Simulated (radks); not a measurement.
The dysprosium ion Dy2+ inside a hard spherical wall (all orbitals vanish at R), configuration held at [Xe] 4f10 and not refilled when levels cross. Calculated with a radial shooting solver on a logarithmic mesh with Libxc functionals: scalar-relativistic Kohn-Sham, PBE, spin-polarised, spherical densities, finite nucleus; open shells are filled with parallel spins first (spin-orbit coupling, left out, can overturn this in heavy ions); Fermi nuclear charge, rms radius 5.2218 fm. Eigenvalues in eV for spin up, with the zero of energy where the potential of the charges vanishes at infinity; a dash marks a level that is unbound or too diffuse for the functional's potential to be trusted. A positive occupied level is held by the wall or, in an anion where self-interaction has pushed it up, behind a barrier. The pressure on the wall is -dE/dV.

\begin{tabular}{lrrrrrrrrr}
R (bohr) & E (hartree) & kinetic (hartree) & e(4d) & e(5s) & e(5p) & e(4f) & e(6s, empty) & e(5d, empty) & pressure (GPa) \\ \hline
free & -12155.6258 & 13111.834 & -168.35 & -63.775 & -39.940 & -18.311 & -14.610 & -13.761 & 0 \\
20 & -12155.6258 & 13111.834 & -168.35 & -63.775 & -39.940 & -18.311 & -14.610 & -13.761 & < 0.0001 \\
15 & -12155.6258 & 13111.834 & -168.35 & -63.775 & -39.940 & -18.311 & -14.610 & -13.761 & < 0.0001 \\
12 & -12155.6258 & 13111.834 & -168.35 & -63.775 & -39.940 & -18.311 & -14.610 & -13.761 & < 0.0001 \\
7 & -12155.6258 & 13111.835 & -168.34 & -63.770 & -39.935 & -18.303 & -14.467 & -13.726 & 0.00621 \\
5 & -12155.6218 & 13111.873 & -168.13 & -63.622 & -39.801 & -18.110 & -12.461 & -13.130 & 0.850 \\
2.5 & -12153.6851 & 13122.945 & -151.81 & -50.759 & -24.819 & -2.526 & 55.841 & 12.563 & 1940 \\
2 & -12147.9710 & 13148.107 & -128.80 & -27.375 & 3.711 & 20.339 & 151.87 & 52.168 & 12700 \\
1.5 & -12121.0329 & 13248.408 & -70.820 & 60.711 & 107.41 & 82.577 & 436.28 & 179.44 & 117000 \\
\end{tabular}
